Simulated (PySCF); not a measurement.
**Calculated properties of `C=CC/C=C\OCC`**

C7H12O.
Atom-mapped SMILES: `[CH2:1]=[CH:2][CH2:3]/[CH:4]=[CH:5]\[O:6][CH2:7][CH3:8]` (hydrogens: H9, H10 on C1; H11 on C2; H12, H13 on C3; H14 on C4; H15 on C5; H16, H17 on C7; H18, H19, H20 on C8)

Structural features include: C=C double bond and ether.

**PBE0-D3(BJ)/def2-SVP geometry optimisation, gas phase (PySCF)**

| Quantity | Value |
| --- | --- |
| Point group | C1 |
| Rotational constants A, B, C | 5.570, 0.747, 0.693 GHz |

From CAM-B3LYP/def2-SVPD ground state, ΔSCF and vertical TDDFT (core frozen in the response) (PySCF):

| Item | Value |
| --- | --- |
| Dipole moment | 1.98 D |
| HOMO energy | -7.61 eV |
| LUMO energy | 1.29 eV |
| HOMO–LUMO gap | 8.90 eV |
| Lowest singlet excitation | 6.15 eV (202 nm, f = 0.142) |
| Strongest line among the 10 lowest singlet transitions | S2 at 6.21 eV (200 nm, f = 0.375) |
| Lowest triplet excitation (Tamm–Dancoff) | 4.04 eV |
| Static isotropic polarisability | 96.3 au |
| Vertical ionisation energy | 8.30 eV |
| Electronic spatial extent ⟨r²⟩ about the centre of nuclear charge | 1691 bohr² |

From CAM-B3LYP/pcSseg-1 ground state and GIAO shieldings, non-relativistic (PySCF):

| Item | Value |
| --- | --- |
| 13C chemical shifts (computed TMS as zero) by class | 154.0 (C5), 152.4 (C2), 123.0 (C1), 113.0 (C4), 68.4 (C7), 32.9 (C3), 17.0 (C8) ppm |
| 1H chemical shifts (computed TMS as zero) by class | 5.99 (H15), 5.82 (H11), 5.23 (H9), 5.08 (H10), 4.25 (H14), 3.52 (H16/H17), 2.80 (H12/H13), 1.33 (H18/H19/H20) ppm |
| Isotropic shieldings of nuclei other than C and H, by class | 223 (O6) ppm |

delta-SCF UKS SCAN, pcX-2 on the ionised atom, pcseg-1 elsewhere, spin-free X2C (PySCF):

| Item | Value |
| --- | --- |
| Core binding energies | C1s 289.6 (C4), C1s 289.7 (C1), C1s 290.2 (C2), C1s 290.5 (C3), C1s 290.9 (C8), C1s 291.5 (C5), C1s 292.4 (C7), O1s 538.6 (O6) eV |

Monoisotopic mass from the formula: 112.0888 u.

No computed singlet falls in the visible range (750 to 380 nm, 1.65 to 3.26 eV); S1 lies 2.89 eV above its blue end. The largest Löwdin shares of the HOMO are 0.31 on C4, 0.24 on O6, 0.22 on C5 and 0.05 on C3. In wavenumbers S1 is 49600 cm⁻¹ (1 eV = 8065.54 cm⁻¹). With B = h/(8π²I), that is 505.379 GHz u Å² over I, the principal moments of inertia are 90.7, 677.0 and 729.6 u Å² (most abundant isotopes); the inertial defect Ic − Ia − Ib is -38.1 u Å² (zero for a rigid planar frame, negative otherwise). The ΔSCF ionisation energy exceeds −ε(HOMO) by 0.69 eV with CAM-B3LYP.

One conformer (not necessarily the lowest) at the PBE0-D3(BJ)/def2-SVP geometry, without solvent or vibrations. NMR classes are plain means over equivalent atoms (diastereotopic ones count apart unless rotation or inversion swaps them), as if these changed places fast; in this geometry the members of some classes differ.

Conformer computed: `[CH2:1]=[CH:2][CH2:3]/[CH:4]=[CH:5]\[O:6][CH2:7][CH3:8]`: C1–C2–C3–C4 118°, C2–C3–C4–C5 115°, C4–C5–O6–C7 -174°, C5–O6–C7–C8 -177°.
